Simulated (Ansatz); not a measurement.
The molecule NaAl-, multiplicity 4 (an upper state: multiplicity 2 came lower at CCSD(T)/def2-TZVPP on PBE0 minima).

The constants come from a fifth-degree fit in 1/R (seven points, main isotopes). In def2 and cc sets the state is the lowest found near the PBE0 minimum, followed along R.

Programs: Ansatz (a first-principles code) with Gaussian orbitals. Values without a source in brackets are computed.

Energies at PBE0/def2-TZVPP:

```csv
R (Å),E (hartree)
2.677790,-404.46576557
2.749774,-404.46672315
2.815999,-404.46718119
2.890862,-404.46730417
2.965725,-404.46709279
3.052105,-404.46652938
3.152882,-404.46555608
```

Problem. With a reduced mass of 12.4131 u, find the minimum, the force constant and the constants.

Solution. A fifth-degree polynomial in 1/R puts the minimum at r_e = 2.8782 Å with force constant 27.0 N/m. Then ω_e = (1/2πc)√(k/μ) = 192 cm⁻¹ and B_e = h/(8π²cμr_e²) = 0.1639 cm⁻¹; the cubic and quartic terms give α_e = 0.0017 and ω_e x_e = 1.6 cm⁻¹.
